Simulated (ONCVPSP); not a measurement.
mercury (Hg) ONCV: all-electron and pseudo phase curves

| Quantity | Value |
| --- | --- |
| Element | Hg (Z = 80) |
| Generator | ONCVPSP 4.0.1 |
| Type | optimised norm-conserving Vanderbilt (ONCV) |
| Functional | PBEsol |
| Relativity | scalar-relativistic |
| Frozen core | [Kr] 4d10 4f14 |
| Valence charge | 20 |
| Reference configuration | 5s2 5p6 5d10 (charge +2) |
| Partial waves | 5s: rc 1.50 bohr, ncon 4, nbas 8, qcut 10.5 1/bohr, 1 projector; 5p: rc 1.35 bohr, ncon 3, nbas 7, qcut 8.5 1/bohr, 2 projectors, debl 1.8 Ha; 5d: rc 2.20 bohr, ncon 4, nbas 8, qcut 6 1/bohr, 2 projectors, debl 3.2 Ha |
| Local potential | polynomial inside 1.35 bohr (lpopt 5, dvloc0 2 Ha) |
| Core correction | none |

In the p channel the program set the typed energies aside and used -3.153, 0.250 Ha.

The phase is arctan(r·R′/R) of the radial function R(r), unwrapped; energies in Ha, scanned from -7 to 5 Ha. A pole is an energy at which the radial function vanishes at the test radius. The pseudo phase is shifted by a multiple of π to meet the all-electron one at the reference energy, and phase errors are pseudo minus all-electron; the curves can meet again beyond the range given. Levels narrower than the energy grid can be missing from the lists of poles.

Task: For each channel, where are the poles, and over which energies does the pseudopotential scatter like the atom?

Result:

```tsv
channel	radius (bohr)	reference energy (Ha)	poles, all-electron	poles, pseudo	unbroken range about the reference energy with phases within 0.05 rad	phase error 1 Ha above the reference energy (rad)
s	1.52	-5.05	-4.61	-4.61	below -1.6	+0.005
p	1.37	-3.15	-1.55	-1.55	below 4.4	-0.000
d	2.23	-1.06	-0.77, 3.79	-0.77, 3.88	the whole range	+0.006
```

Phases in the d channel:

```
E (Ha)  all-electron  pseudo
 -6.96         1.425   1.425
 -6.32         1.416   1.416
 -5.68         1.404   1.405
 -5.04         1.390   1.390
 -4.40         1.371   1.372
 -3.76         1.345   1.346
 -3.12         1.306   1.307
 -2.48         1.234   1.236
 -1.84         1.033   1.038
 -1.20        -0.881  -0.879
 -0.56        -1.681  -1.678
  0.08        -1.953  -1.945
  0.72        -2.683  -2.652
  1.36        -4.101  -4.095
  2.00        -4.468  -4.468
  2.64        -4.597  -4.596
  3.28        -4.669  -4.666
  3.92        -4.723  -4.715
  4.56        -4.774  -4.757
```
